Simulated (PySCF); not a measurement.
silyl(silyloxy)silane (H8OSi3), SMILES [SiH3]O[SiH2][SiH3].

Geometry optimised at TPSSh-D3(BJ)/def2-SVP. Other conformers were not sampled.

Two levels are set side by side: PBE/def2-TZVP (PySCF) and M06-2X/def2-TZVP (PySCF). Same geometry, gas phase. Differences are taken from unrounded values.

```
quantity                       PBE
---------------------------  -----
orbital gap (eV)              5.26
highest occupied level (eV)  -6.77
lowest empty level (eV)      -1.51
dipole moment (D)             0.21
mean polarisability (bohr³)   87.7
```

These are the PBE values. What does M06-2X give? (Estimate from the structure and the level; the computed values follow.)


```
quantity                     M06-2X  PBE minus M06-2X
---------------------------  ------  ----------------
orbital gap (eV)               9.20             -3.94
highest occupied level (eV)   -9.02              2.24
lowest empty level (eV)        0.19             -1.69
dipole moment (D)              0.30             -0.09
mean polarisability (bohr³)    82.9               4.8
```

Without exact exchange PBE keeps part of each electron's self-repulsion, which lifts occupied levels and narrows the gap. PBE's more diffuse valence density responds more strongly to a field. Differences between two approximate levels are no errors against the true value.

Rough cost on one machine, each run with all the roots and properties that it gave: M06-2X against PBE about 3 times.
